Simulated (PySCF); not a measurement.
## From computed data to an observable: chemical shift, span and skew from a shielding tensor

B(F)(GeH3)(OH) (BFGeH4O), SMILES O[B](F)[GeH3]. Atoms are numbered in the order given.

```xyz
8

B     -0.0082     1.0510     0.0000
F     -1.1716     1.7098     0.0000
Ge     0.0156    -1.0214     0.0000
H     -0.7169    -1.5701     1.2402
H     -0.7169    -1.5701    -1.2402
H      1.4508    -1.5749     0.0000
O      1.1359     1.7555     0.0000
H      0.9823     2.7107     0.0000
```

Coordinates come from a PBE0-D3(BJ)/def2-SVP optimisation. The structure was generated by enumeration, and PubChem lists no compound with its InChIKey, so it may never have been made. Other conformers were not sampled.

GIAO shieldings from PySCF with PBE/pcSseg-1, non-relativistic, no solvent. The symmetric part of the tensor of F2 has the principal values 12.7, 237.5, 328.3 ppm. The same nucleus in CFCl3 has σ = 133.6 ppm at this level (PySCF, at its B3LYP-D3(BJ)/def2-TZVP geometry).

Work out the isotropic shielding, the ¹⁹F shift against CFCl3, the span and the skew.


σ(iso) = (σ11 + σ22 + σ33)/3 = 192.8 ppm. δ = σ(ref) − σ(iso) = 133.6 − (192.8) = -59.2 ppm.
Span Ω = σ33 − σ11 = 315.6 ppm. Skew κ = 3(σ(iso) − σ22)/Ω = -0.42. Tumbling in solution averages the tensor to δ; in a static solid the shielding alone would spread this spin-1/2 line over Ω.
